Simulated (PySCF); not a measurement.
## NMR data sheet: C6H9Cl

- Formula: C6H9Cl
- SMILES: Cl[C@@]12CCC[C@@H]1C2
- InChI: InChI=1S/C6H9Cl/c7-6-3-1-2-5(6)4-6/h5H,1-4H2/t5-,6-/m1/s1
- Point group of the computed structure: C1
- Degrees of unsaturation: 2
- Carbon signals: 6
- Proton signals: 9

Bonds (- single, = double, # triple, : aromatic): Cl1-C2, C2-C3, C3-C4, C4-C5, C5-C6, C6-C7, C6-C2, C7-C2. C3 carries H8, H9; C4 carries H10, H11; C5 carries H12, H13; C6 carries H14; C7 carries H15, H16. Stereochemistry as in Cl[C@@]12CCC[C@@H]1C2. H15 is cis to C5 on the ring; H9, H11, H13 are cis to C7 on the ring; H16 is trans to C5 on the ring; H8, H10, H12 are trans to C7 on the ring.

Method: σ from GIAO-PBE0/pcSseg-1, GFN2-xTB structure, in PySCF 2.14.0 with density-fitted response routines (no solvent model, a single conformation, non-relativistic).

Shifts are taken against calculated references (same method and geometry level): ¹H (σref 31.72), ¹³C (σref 186.93) vs TMS.

| carbon | δC, type | δH (multiplicity) | HMBC from (2–3 bonds) | span of the C tensor (ppm) |
| --- | --- | --- | --- | --- |
| C2 | 54.2, C | – | H9, H8, H12, H10, H13, H14, H11, H16, H15 | 106 |
| C3 | 39.9, CH2 | H8 2.11 (m); H9 2.18 (m) | H12, H10, H13, H14, H11, H16, H15 | 57 |
| C4 | 24.8, CH2 | H10 1.68 (m); H11 1.22 (m) | H9, H8, H12, H13, H14 | 46 |
| C5 | 30.5, CH2 | H12 2.06 (m); H13 1.65 (m) | H9, H8, H10, H14, H11, H16, H15 | 41 |
| C6 | 31.2, CH | 1.46 (m) | H9, H8, H12, H10, H13, H11, H16, H15 | 86 |
| C7 | 19.1, CH2 | H15 0.64 (m); H16 0.94 (m) | H9, H8, H12, H13, H14 | 51 |

1. Carbon types of the structure: 1 × C, 1 × CH, 4 × CH2, which accounts for all hydrogens.
2. δC 54.2, 31.2, 19.1: three-membered-ring carbon.
3. δC 39.9, 30.5, 24.8: sp3 CH2 in a ring; aliphatic region, no heteroatom directly attached.
4. δH 2.18, 2.11, 2.06, 1.68, 1.65, 1.22: hydrogen on an sp3 CH2 in a ring.
5. δH 1.46, 0.94, 0.64: hydrogen on a three-membered-ring carbon; cyclopropane-type protons are shielded by the ring.

Carbons that carry Cl, above all several Cl atoms, come out too deshielded, partly because spin–orbit coupling is missing. Shifts are as computed. Against solution values, carbons near 30 ppm lie about +3 ppm off and those near 130 ppm about +5 ppm; carbons on Cl a further +6 ppm (rms about the fit 2.1 ppm; single classes can miss by 10 ppm). Of 1328 compounds with measured shifts, 309 miss one by over three times the rms of a fit or turn the order of signals round; such compounds aren't used in these exercises. Signals without a measured value on file couldn't be tested in this way; 1H shifts scatter by 0.2 ppm about their fit, and single ones miss by 0.5 ppm. No couplings were computed; multiplicities are counted from neighbouring protons, with m where these are inequivalent, close in shift, in a saturated or five-membered ring or joined by F or P, and br s for small geminal =CH2 splittings.
